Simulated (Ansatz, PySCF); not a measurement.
This PySCF input computes a PBE0/def2-TZVPD energy:

```python
from pyscf import gto, scf, dft

mol = gto.M(
    atom='''
    Ca   -0.00000000   -0.00000000   -0.60863799
    F     0.00000000    0.00000000    1.35252886
    ''',
    basis='def2-tzvpd',
    charge=0,
    spin=1,
    symmetry='C2v',
    verbose=4,
)

mf = dft.UKS(mol, xc='pbe0').density_fit(auxbasis='def2-universal-jkfit')
mf.grids.level = 3
mf.conv_tol = 1e-9
mf.max_cycle = 100
mf.max_memory = 1500
mf.kernel()
if not mf.converged:
    mf = mf.newton()
    mf.kernel(mf.make_rdm1())
mf.analyze()
```

Question: Write an input for the same energy in Ansatz (an electronic-structure program) and say what it gives.

Answer: 
Ansatz 0.2 input:
```yaml
crystal:
  periodic: [false, false, false]
  atoms:
    - {symbol: Ca, position_ang: [-0.00000000, -0.00000000, -0.60863799]}
    - {symbol: F, position_ang: [0.00000000, 0.00000000, 1.35252886]}
basis:
  gaussian:
    orbitals: def2-TZVPD
hamiltonian:
  xc: {name: PBE0}
magnetization: {spin_polarized: true, initial_magnetization: 1}
output: {forces: true}
```
It gives -777.25797 Eh, and PySCF -777.25800 Eh, a difference of 0.03 mEh, from the treatment of integrals and grids.
